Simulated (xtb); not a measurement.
C2H6O, charge +1, doublet, from a rough starting geometry (a state made from the parent by changing its charge; the spin is typed, not shown lowest); GFN2-xTB (xtb 6.7.1).

The xtb input:
```
$ xtb mol.xyz --gfn 2 --chrg 1 --uhf 1 --opt vtight --json

# file mol.xyz
9

C      1.12907272     0.04153801    -0.04235459
O     -0.06302998     0.31125718    -0.79281393
C     -1.18511371    -0.06542238     0.03985535
H      1.23199179    -0.97297873     0.27153233
H      1.23447718     0.70667933     0.84153008
H      2.02028057     0.31534036    -0.80640149
H     -1.14301501    -1.07198129     0.35606779
H     -2.02054591     0.16210155    -0.64614411
H     -1.21115140     0.59711015     0.91121251
```

Task: Write the output that xtb gives for this input, abridged.

Result: 
```
   ID    Z sym.   atoms
    1    6 C      1, 3
    2    8 O      2
    3    1 H      4-9

           -------------------------------------------------
          |                Calculation Setup                |
           -------------------------------------------------

           -------------------------------------------------
          |                 G F N 2 - x T B                 |
           -------------------------------------------------

          ...................................................
          :                      SETUP                      :
          :.................................................:
          :  # basis functions                  18          :
          :  # atomic orbitals                  18          :
          :  # shells                           12          :
          :  # electrons                        19          :
          :  max. iterations                   250          :
          :  Hamiltonian                  GFN2-xTB          :
          :  restarted?                      false          :
          :  GBSA solvation                  false          :
          :  PC potential                    false          :
          :  electronic temp.          300.0000000     K    :
          :  accuracy                    1.0000000          :
          :  -> integral cutoff          0.2500000E+02      :
          :  -> integral neglect         0.1000000E-07      :
          :  -> SCF convergence          0.1000000E-05 Eh   :
          :  -> wf. convergence          0.1000000E-03 e    :
          :  Broyden damping             0.4000000          :
          :  net charge                          1          :
          :  unpaired electrons                  1          :
          ...................................................

 iter      E             dE          RMSdq      gap      omega  full diag
   1    -10.9376273 -0.109376E+02  0.350E+00   11.30       0.0  T
   2    -10.9430553 -0.542795E-02  0.221E+00   11.36       1.0  T
   3    -10.9431933 -0.138039E-03  0.349E-01   11.37       1.0  T
   4    -10.9435903 -0.396927E-03  0.161E-01   11.42       1.0  T
   5    -10.9436242 -0.339564E-04  0.723E-02   11.42       1.0  T
   6    -10.9436186  0.560130E-05  0.361E-02   11.41       1.0  T
   7    -10.9436277 -0.912041E-05  0.519E-03   11.42       6.4  T
   8    -10.9436278 -0.249981E-07  0.104E-03   11.42      32.0  T
   9    -10.9436278 -0.124351E-08  0.484E-04   11.42      68.9  T
  10    -10.9436278 -0.113683E-09  0.633E-05   11.42     526.4  T

   *** convergence criteria satisfied after 10 iterations ***

         :::::::::::::::::::::::::::::::::::::::::::::::::::::
         ::                     SUMMARY                     ::
         :::::::::::::::::::::::::::::::::::::::::::::::::::::
         :: total energy             -10.837778211343 Eh    ::
         :: gradient norm              0.155327489911 Eh/a0 ::
         :: HOMO-LUMO gap             11.417531133164 eV    ::
         ::.................................................::
         :: SCC energy               -10.943627338724 Eh    ::
         :: -> isotropic ES            0.112564647455 Eh    ::
         :: -> anisotropic ES         -0.009374514106 Eh    ::
         :: -> anisotropic XC          0.007607094719 Eh    ::
         :: -> dispersion             -0.001991279060 Eh    ::
         :: repulsion energy           0.105849127382 Eh    ::
         :: add. restraining           0.000000000000 Eh    ::
         :: total charge               1.000000000000 e     ::
         :::::::::::::::::::::::::::::::::::::::::::::::::::::

      -----------------------------------------------------------
     |                   =====================                   |
     |                        A N C O P T                        |
     |                   =====================                   |
     |               Approximate Normal Coordinate               |
[...]
 * total energy  :   -10.8658786 Eh     change       -0.3068950E-03 Eh
 * total energy  :   -10.8659699 Eh     change       -0.9126341E-04 Eh
 * total energy  :   -10.8660008 Eh     change       -0.3091352E-04 Eh
 * total energy  :   -10.8660071 Eh     change       -0.6294410E-05 Eh
 * total energy  :   -10.8660084 Eh     change       -0.1293642E-05 Eh
 * total energy  :   -10.8660094 Eh     change       -0.1050211E-05 Eh
 * total energy  :   -10.8660098 Eh     change       -0.3814979E-06 Eh
 * total energy  :   -10.8660100 Eh     change       -0.1326670E-06 Eh
 * total energy  :   -10.8660101 Eh     change       -0.1112636E-06 Eh
 * total energy  :   -10.8660103 Eh     change       -0.2409588E-06 Eh
 * total energy  :   -10.8660105 Eh     change       -0.1640624E-06 Eh
 * total energy  :   -10.8660105 Eh     change       -0.5044593E-07 Eh
   *** GEOMETRY OPTIMIZATION CONVERGED AFTER 23 ITERATIONS ***
         :: total energy             -10.866010520624 Eh    ::
[...]
         2        2.0000           -0.9197892             -25.0287
         3        2.0000           -0.8513680             -23.1669
         4        2.0000           -0.8170662             -22.2335
         5        2.0000           -0.7995320             -21.7564
         6        2.0000           -0.7862018             -21.3936
         7        2.0000           -0.7164775             -19.4963
         8        2.0000           -0.7083524             -19.2753
         9        2.0000           -0.6920756             -18.8323
        10        1.0000           -0.6339899             -17.2517 (HOMO)
        11                         -0.1868413              -5.0842 (LUMO)
        12                         -0.1034871              -2.8160
        13                         -0.0800914              -2.1794
        14                         -0.0764319              -2.0798
        15                         -0.0648416              -1.7644
        16                         -0.0579354              -1.5765
        17                         -0.0117157              -0.3188
        18                          0.1061963               2.8897
      -------------------------------------------------------------
                  HL-Gap            0.4471486 Eh           12.1675 eV
             Fermi-level           -0.5367242 Eh          -14.6050 eV

     #   Z          covCN         q      C6AA      α(0)
     1   6 C        3.639    -0.003    21.001     6.591
     2   8 O        1.706    -0.050    15.140     5.253
     3   6 C        3.639    -0.003    21.001     6.591
     4   1 H        0.924     0.125     1.570     1.960
     5   1 H        0.922     0.201     1.094     1.636
     6   1 H        0.922     0.201     1.092     1.635
     7   1 H        0.924     0.125     1.570     1.960
     8   1 H        0.922     0.201     1.094     1.636
     9   1 H        0.922     0.201     1.092     1.635

 Mol. C6AA /au·bohr⁶  :        387.961232
 Mol. C8AA /au·bohr⁸  :       8070.431825
 Mol. α(0) /au        :         28.895659

Wiberg/Mayer (AO) data.
largest (>0.10) Wiberg bond orders for each atom

 ---------------------------------------------------------------------------
     #   Z sym  total        # sym  WBO       # sym  WBO       # sym  WBO
 ---------------------------------------------------------------------------
     1   6 C    3.889 --     2 O    1.136     4 H    0.962     5 H    0.841
                             6 H    0.840
     2   8 O    2.450 --     3 C    1.136     1 C    1.136
     3   6 C    3.889 --     2 O    1.136     7 H    0.962     8 H    0.841
                             9 H    0.840
     4   1 H    0.984 --     1 C    0.962
     5   1 H    0.952 --     1 C    0.841
     6   1 H    0.952 --     1 C    0.840
     7   1 H    0.984 --     3 C    0.962
     8   1 H    0.952 --     3 C    0.841
     9   1 H    0.952 --     3 C    0.840
 ---------------------------------------------------------------------------

Topologies differ in total number of bonds
Writing topology from bond orders to xtbtopo.mol

molecular dipole:
                 x           y           z       tot (Debye)
 q only:       -0.001      -0.007       0.032
   full:        0.002      -0.072       0.051       0.223
molecular quadrupole (traceless):
                xx          xy          yy          xz          yz          zz
 q only:        8.598       0.560      -4.767      -0.415       0.298      -3.831
  q+dip:        7.114       0.493      -4.456      -0.347       0.586      -2.659
   full:        7.749       0.539      -4.876      -0.376       0.654      -2.873

optimized geometry written to: xtbopt.xyz

           -------------------------------------------------
          | TOTAL ENERGY              -10.866010520624 Eh   |
          | GRADIENT NORM               0.000044492392 Eh/α |
          | HOMO-LUMO GAP              12.167532152486 eV   |
           -------------------------------------------------

normal termination of xtb
```
